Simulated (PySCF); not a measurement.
## Fractional electron number in Pt (platinum, neutral)

The 6s alpha orbital of [Xe] 4f14 5d9 6s1 is emptied in steps (occupation f), with all orbitals relaxed, ending at [Xe] 4f14 5d9. Calculation: PySCF 2.14, in def2-TZVPPD with the def2 core potential (60 electrons); a scalar-relativistic core potential. The exact energy is a straight line in f; departures are measured from the line between the end points of the same method.

```json
{"f": "1", "UHF (eV)": "0.000"}
{"f": "0.9", "UHF (eV)": "0.029"}
{"f": "0.7", "UHF (eV)": "0.066"}
{"f": "0.5", "UHF (eV)": "0.078"}
{"f": "0.3", "UHF (eV)": "0.065"}
{"f": "0.1", "UHF (eV)": "0.028"}
{"f": "0", "UHF (eV)": "0.000"}
```

```
method  E(f=0) − E(f=1) (eV)  −ε at f=1 (eV)  −ε at f=0.5 (eV)
   UHF                 7.576           7.899             7.572
```

Orbital energy along the path (eV):

```
  f     UHF
  1  -7.899
0.9  -7.830
0.7  -7.699
0.5  -7.572
0.3  -7.450
0.1  -7.330
  0  -7.270
```

Reference removal energy between the ground levels: 8.959 eV (measured; NIST Atomic Spectra Database, ionization energies). The calculation has no spin-orbit coupling. UHF lacks correlation.
